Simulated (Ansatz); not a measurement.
CHF, SMILES `[CH]F` (lower singlet) (charge 0, multiplicity 1). This singlet lies 0.66 eV below the relaxed triplet at the level composite: frozen-core CCSD(T) with HF/cc-pVQZ and the correlation energy extrapolated as X^-3 from cc-pVTZ and cc-pVQZ, plus CCSDT(Q) minus CCSD(T) in cc-pVDZ // PBE0-D3(BJ)/def2-TZVP (Ansatz, an electronic-structure program).

Z-matrix (Å, degrees):
```
C
F 1 1.3005
H 1 1.1265 2 102.32
```
Charge 0, spin multiplicity 1.

The restricted HF start is unstable towards unrestricted orbitals.

Give the natural occupations of the active orbitals, the CASSCF energy and the corrected energy for frozen-core fic-MRCISD+Q@CASSCF(2e,2o)/cc-pVTZ // PBE0-D3(BJ)/def2-TZVP (Ansatz).


```yaml
natural_occupations: 1.93, 0.07
CASSCF energy: -137.8335 Ha
corrected_energy: -138.2220 Ha
weight_of_the_reference: 0.925
```
